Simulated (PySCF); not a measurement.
# MOH₂ across group 15

Level: PBE0, basis family def2-TZVP, no relativity.

Each entry is the lowest minimum that a search over a few typed start shapes (and spin states, where more than one is plausible) found, or that minimum re-optimised at the stated level; isomers with ligand–ligand bonds, or fragments after loss of a ligand pair, can lie lower. Open shells are unrestricted; no spin–orbit coupling; PySCF with density fitting.

```tsv
molecule	2S+1	point group	mean bond to the central atom (Å)	lowest ω (cm⁻¹)	atomisation (kJ/mol)	distinct angles (°)	polar-tensor charge of the central atom
H₂NO	2	Cs	1.097	270	1161	119/120	-0.04
H₂PO	2	Cs	1.445	782	1098	102/114	0.67
H₂AsO	2	Cs	1.573	535	917	100/108	0.47
```

Left out of the table are members whose search was unfinished or whose lowest solution was spin-contaminated, unstable, very soft or bonded differently.
